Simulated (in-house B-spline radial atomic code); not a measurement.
Configurations of Ba, with energies counted from [Xe] 6s2. Method: scalar-relativistic (X2C) RPBE, spin-polarised, spherical fractional occupations, Fermi nucleus of rms radius 4.8378 fm. Calculated with a B-spline radial code for spherical atoms. Shells without spins written out take the highest spin.

Occupations are held fixed; configurations that lie above the ionisation limit could autoionise.

```tsv
configuration	E - E(ref) (eV)	highest orbital	its <r> (bohr)
[Xe] 6s1 6d1	3.6095	6d up	11.65
[Kr] 4d10 5s(0 up, 1 down) 5p6 6s2 7p(1 up, 0 down)	36.777	7p up	12.45
[Kr] 4d10 5s1 5p6 6s2 6f1	37.741	6f up	26.03
[Ar] 3d10 4s2 4p(2 up, 3 down) 4d10 4f(0 up, 1 down) 5s2 5p6 6s2	183.42	4f down	1.374
[Ar] 3d10 4s2 4p5 4d10 5s2 5p6 5d1 6s2	184.08	6s down	4.588
[Ar] 3d10 4s2 4p5 4d10 5s2 5p6 6s2 7p1	188.93	7p up	12.32
[Ar] 3d10 4s2 4p5 4d10 5s2 5p6 6s2 7f1	190.1	7f up	37.47
```

(1) Order these further configurations by energy, lowest first.
A. [Kr] 4d10 5s1 5p6 6s2 7p1
B. [Ar] 3d10 4s2 4p5 4d10 5s2 5p6 6s2 7d1
C. [Kr] 4d10 5s1 5p6 6s2 7f1
D. [Kr] 4d10 5s2 5p(2 up, 3 down) 6s2 7f(0 up, 1 down)
E. [Kr] 4d10 5s(1 up, 0 down) 5p6 5f(0 up, 1 down) 6s2

(2) How far above the reference does [Xe] 5d1 6s1 lie?

(3) How far above the reference does [Ar] 3d10 4s2 4p5 4d10 5s2 5p6 5f1 6s2 lie?

Results:

(1) D (22.52 eV), A (36.769 eV), E (37.475 eV), C (37.932 eV), B (189.59 eV).

(2) 0.92778 eV; its least bound orbital is 5d up with <r> = 3.885 bohr.

(3) 189.64 eV; its least bound orbital is 5f up with <r> = 15.57 bohr.
